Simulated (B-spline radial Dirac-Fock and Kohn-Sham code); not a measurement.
## O²⁺: eigenvalues, ΔSCF and the reference

System: the O²⁺ ion, [He] 2s2 2p2.

The density-functional columns are spherical, spin-unpolarised Dirac-Kohn-Sham results without Breit or QED terms: −ε is minus the orbital energy of the initial state and ΔSCF the difference of two total energies. The reference in the last column comes from Dirac-Fock energy differences between relaxed states, corrected for Breit and QED terms. All numbers are from a radial finite-basis atomic code, in eV; a selection of levels is shown. The Kohn-Sham columns are given as differences from the reference.

```
level  LDA −ε − DF  LDA ΔSCF − DF  PBE −ε − DF  PBE ΔSCF − DF  Dirac-Fock
   1s        -41.8           +5.0        -37.9           +9.3       595.7
   2s         -8.6           +1.5         -8.2           +1.9       66.59
   2p         -9.8           +0.8         -9.9           +0.7       53.16
```

For the outermost level NIST gives 54.93554 eV (semi-empirical); the differences from it are LDA −ε -11.57, LDA ΔSCF -0.96, PBE −ε -11.69, PBE ΔSCF -1.07, Dirac-Fock -1.78 eV. The computed values are configuration averages and the table refers to the lowest terms.
